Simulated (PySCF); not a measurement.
Compound: InF3.
SMILES with atom numbers: `[F:1][In:2]([F:3])[F:4]`

Method: PBE0-D3(BJ)/def2-SVP geometry optimisation, gas phase, def2 core potentials past Kr (PySCF); density fitting, grid level 1; the optimiser is geomeTRIC in internal coordinates, started from a GFN2-xTB structure with every atom displaced at random (about 0.01 Å).

Geometry at step 1:
```
atom  x, y, z in Å
F1     -1.2901   -1.3840   -0.0250
In2     0.0352   -0.0421   -0.0080
F3      1.9253   -0.3255   -0.0002
F4     -0.6326    1.7262    0.0008
```

Task: Give the atomic forces at this geometry.

Result: 
```csv
atom,Fx (eV/Å),Fy (eV/Å),Fz (eV/Å)
F1,-0.888,-1.066,0.000
In2,0.721,-0.054,0.001
F3,0.592,-0.162,-0.002
F4,-0.425,1.282,0.001
```

The largest, 1.39 eV/Å, acts on F1 (F4 within 3 % of it); the rms over all components is 0.622 eV/Å. The forces sum to zero within rounding, as they must for an isolated molecule in no field.

Task: Give the force on F1 in Eh/bohr and in nN.

Result: 1.387 eV/Å ÷ 51.422 = 0.02698 Eh/bohr, and 1.387 eV/Å × 1.602 = 2.22 nN.

Task: How far is this geometry from the end of the optimisation?

Result: 0.083 eV above it, and 0.073 Å rms away after alignment. The bonds farthest from their final lengths, with half the difference of the two atoms' forces along the bond (positive lengthens):

| bond | now (Å) | final (Å) | force along bond (eV/Å) |
| --- | --- | --- | --- |
| F1–In2 | 1.886 | 1.934 | +0.93 |
| In2–F4 | 1.890 | 1.935 | +0.83 |
| In2–F3 | 1.911 | 1.935 | -0.06 |

The angle farthest from its final value is F1–In2–F3, 126.1° against 120.4°.

Of the 3 listed bonds off by 0.010 Å or more, this force points towards the final length in 2.

The cost below is that of the whole optimisation. Time: 17 s wall; peak memory 0.31 GiB. Hardware: one thread, AMD EPYC 7B13 (x86_64), no GPU (shared host).
